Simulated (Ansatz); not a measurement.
Basis-set extrapolation for C₂H₃FSSi, SMILES `FC1=C(S)[SiH2]1` (PBE0-D4/def2-TZVP geometry, frozen core, Ansatz 0.2.0). Multiplicity 1, RHF reference.

```json
{"": "HF", "def2-TZVPP": "-863.394477", "def2-QZVPP": "-863.422352"}
{"": "MP2 correlation", "def2-TZVPP": "-0.845999", "def2-QZVPP": "-0.914236"}
{"": "CCSD(T) correlation", "def2-TZVPP": "-0.921215", "def2-QZVPP": "not run"}
```

Energies in hartree. Use E(X) = E(∞) + A·exp(−7.88·√X) for Hartree–Fock and E(X) = E(∞) + B·X^(−2.97) for correlation, with X = 3 and 4, and add CCSD(T) minus MP2 of the smaller set to the MP2 limit.

Task: What is the CCSD(T) energy at the basis-set limit?

Result: HF limit: -863.422352 + (-0.027875) × 0.13774 = -863.42619. MP2 limit: -0.914236 + (-0.068237) × 0.74074 = -0.96478. Higher-order term: -0.921215 − (-0.845999) = -0.07522. Total: -864.46619 hartree, 395.1 kJ/mol below CCSD(T)/def2-TZVPP.
